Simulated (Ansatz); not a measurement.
Basis-set extrapolation for C₂H₈OSi₂ (`C1O[SiH2]C[SiH2]1`) (PBE0-D4/def2-TZVP geometry, frozen core, the Gaussian-basis code of Ansatz). Multiplicity 1, RHF reference.

```csv
,def2-TZVPP,def2-QZVPP
HF,-733.248845,-733.274470
MP2 correlation,-0.821800,-0.880964
CCSD(T) correlation,-0.909241,not run
```

Energies in hartree. Use E(X) = E(∞) + A·exp(−7.88·√X) for Hartree–Fock and E(X) = E(∞) + B·X^(−2.97) for correlation, with X = 3 and 4, and add CCSD(T) minus MP2 of the smaller set to the MP2 limit.

What is the CCSD(T) energy at the basis-set limit?

HF limit: -733.274470 + (-0.025625) × 0.13774 = -733.27800. MP2 limit: -0.880964 + (-0.059164) × 0.74074 = -0.92479. Higher-order term: -0.909241 − (-0.821800) = -0.08744. Total: -734.29023 hartree, 346.9 kJ/mol below CCSD(T)/def2-TZVPP.
